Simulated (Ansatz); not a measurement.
`[SeH][SiH]1BS1` and `C[SiH]1BS1` differ in one atom or group.

Ansatz, PBE0-D4/def2-TZVP geometries, multiplicity 1. Each molecule was computed in one conformer, which needn't be the lowest.

Scalar relativity is left out up to krypton.

| property | `[SeH][SiH]1BS1` |
| --- | --- |
| HOMO energy (B3LYP/def2-TZVPP) / eV | -6.82 |
| size of the dipole moment (ωB97M-V/def2-TZVPP) / D | 1.02 |
| zero-point energy (PBE0-D4/def2-TZVP) / kJ/mol | 82.7 |
| ideal-gas entropy at 298 K and 1 bar (rigid rotor, harmonic PBE0-D4/def2-TZVP) / J/(mol·K) | 337 |
| HOMO–LUMO gap (B3LYP/def2-TZVPP) / eV | 4.67 |
| HOMO–LUMO gap (ωB97M-V/def2-TZVPP) / eV | 9.07 |

Problem. Give the same properties after the change, and the shifts. (Best estimate.)

Solution. Ansatz gave: 
```tsv
property	`C[SiH]1BS1`	shift
HOMO energy (B3LYP/def2-TZVPP) / eV	-6.79	0.03
size of the dipole moment (ωB97M-V/def2-TZVPP) / D	1.75	0.73
zero-point energy (PBE0-D4/def2-TZVP) / kJ/mol	156.7	74.0
ideal-gas entropy at 298 K and 1 bar (rigid rotor, harmonic PBE0-D4/def2-TZVP) / J/(mol·K)	317	-20
HOMO–LUMO gap (B3LYP/def2-TZVPP) / eV	5.00	0.33
HOMO–LUMO gap (ωB97M-V/def2-TZVPP) / eV	9.40	0.33
```

The zero-point energy changes by 74.0 kJ/mol with +6 modes. Dipoles are sizes alone; their direction can turn.

B3LYP here is the variant with VWN-RPA as its local correlation; programs differ in this.

Spin–orbit coupling is left out; it splits and shifts lone-pair levels of the heavy atoms by tenths of an eV.
